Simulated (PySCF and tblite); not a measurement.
Results of a calculation; reference values are marked as such.
# Rotation: stationary points, barriers and rates

System: CrN(NH2)3, with the starting minimum (Å):

```
 1 Cr    0.002    0.005    0.356
 2 N     0.009    0.020    1.849
 3 N     1.741   -0.035   -0.138
 4 H     2.542   -0.047    0.484
 5 H     2.026   -0.054   -1.116
 6 N    -0.843    1.524   -0.143
 7 H    -0.984    1.768   -1.122
 8 H    -1.224    2.232    0.477
 9 N    -0.901   -1.491   -0.111
10 H    -1.053   -1.748   -1.085
11 H    -1.308   -2.171    0.523
```

Motion: rotation about the Cr1–N9 bond (torsion N2–Cr1–N9–H from -180° to 0°, rising). The path came from a restrained scan, a climbing-image band and a saddle search at GFN2-xTB; energies are B3LYP/pcSseg-1 (pcSseg-2 on Cr) + D3(BJ)//B3LYP-D3(BJ)/def2-SVP, thermal terms GFN2-xTB. Rate constants are transition-state-theory values, counting equivalent paths, without tunnelling. (PySCF 2.14 with density fitting, tblite 0.8.)

| point | symmetry | E(GFN2) kcal/mol | E(DFT) kcal/mol | ZPE change kcal/mol | lowest mode cm⁻¹ | dipole D |
| --- | --- | --- | --- | --- | --- | --- |
| start | C3v | 0.0 | 0.0 | 0.00 | 176 | 3.02 |
| saddle | Cs | 8.5 | 5.5 | -0.62 | 353i | 2.28 |
| end | C3v | 0.0 | 0.0 | 0.00 | 176 | 3.02 |

```
Electronic barrier                                      : 5.5 kcal/mol
Barrier with zero-point energy                          : 4.9 kcal/mol
ΔH‡ (298 K)                                             : 4.7 kcal/mol
ΔS‡ (298 K, symmetry apart)                             : -1.0 cal/(mol K)
Paths                                                   : 6 equivalent paths
End point                                               : the same structure with atoms interchanged, or its mirror image
Mean lifetime of the start against this motion at 298 K : 120 ps
Cost                                                    : 4.1 min on 1 thread of Arm Neoverse V2, on a host shared with other jobs (rough), peak memory 0.83 GiB, launched as `OMP_NUM_THREADS=1 python ens_run.py task.json out`
```

```tsv
T/K	ΔG‡ kcal/mol	k s⁻¹
150	4.9	1.3×10⁶
200	4.9	1×10⁸
250	5.0	1.4×10⁹
298	5.0	8×10⁹
350	5.1	3×10¹⁰
400	5.1	7.8×10¹⁰
500	5.3	3×10¹¹
```

ΔG and ΔG‡ leave out symmetry numbers and mirror images; rates count paths: 6 out.
